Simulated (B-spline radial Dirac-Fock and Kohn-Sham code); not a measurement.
## How the binding energies of Nb²⁹⁺ add up

System: the Nb²⁹⁺ ion, [Ne] 3s2; nuclear rms radius 4.324 fm (A = 93).

Model: ΔSCF Dirac-Fock with Breit, self-energy and vacuum polarisation, finite nucleus, configuration average. Program: a radial B-spline solver. Electron correlation is not included. Energies are counted from the vacuum level.

All terms are in eV, carry their sign (relaxation lowers the binding energy) and add up to the binding energy; ⟨r⟩ is the mean radius of the orbital in the initial state.

```csv
subshell,−ε (Koopmans),relaxation,Breit,QED,binding energy,⟨r⟩ (bohr)
K,20620.2,-22.36,-33.50,-16.70,20547.7,0.036
L1,4179.6,-3.21,-3.10,-2.00,4171.3,0.154
L2,3957.6,-4.61,-5.14,0.20,3948.1,0.132
L3,3857.9,-4.30,-3.44,-0.01,3850.1,0.136
M1,1621.3,-0.19,-0.72,-0.50,1619.9,0.380
```

For the deepest level, K (1s), the Breit terms make up -0.163 % of the binding energy, QED -0.081 % and orbital relaxation -0.109 %.

Spin-orbit splittings: 2p 97.98 eV.

Going to the tabulated ground configuration of the next ion removes an electron from M1 (3s), computed at 1619.9 eV. NIST lists 1625.9 ± 2.3 eV as the ionisation energy of this species (semi-empirical), +5.98 eV from the computed value.
